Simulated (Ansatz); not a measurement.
Ansatz (an electronic-structure program) input (SVWN5/def2-TZVPD):

Ansatz 0.2 input:
```yaml
crystal:
  periodic: [false, false, false]
  atoms:
    - {symbol: Si, position_ang: [0.79334715, -0.20873346, 0.74708962]}
    - {symbol: H, position_ang: [1.83118120, -0.48928727, -0.33631969]}
    - {symbol: Cl, position_ang: [-0.76106126, 0.20067975, -0.59546677]}
basis:
  gaussian:
    orbitals: def2-TZVPD
hamiltonian:
  xc: {name: SVWN5}
total_charge: 1
magnetization: {spin_polarized: true, initial_magnetization: 1}
```

End of the output:

```
integrals: 0.02 GiB planned
606 factors; their error is unknown
mean field: 0.26 GiB planned
mean field evaluation 1: about -20329.7023 eV, gradient 3.2e1 eV
mean field evaluation 2: about -20255.0908 eV, gradient 1.0e2 eV
mean field evaluation 4: about -20334.4071 eV, gradient 1.3e1 eV
mean field evaluation 8: about -20335.4619 eV, gradient 9.2e-2 eV
mean field evaluation 16: about -20335.4619 eV, gradient 4.6e-5 eV
mean field -20335.46191382 eV, -747.3144414618 hartree, gradient 4.6e-5 eV, S^2 0.752457; 0 other end points of the search recorded, 0 dependent functions left out
reference -20335.46194882 eV, -747.3144427479 hartree; 16, 15 occupied and 82, 83 virtual orbitals, 606 factors
Total energy: -20335.46194882 eV, -747.3144427479 hartree
```

This state (charge 1, doublet) is run at the relaxed geometry of the species with charge 0 and multiplicity 1.
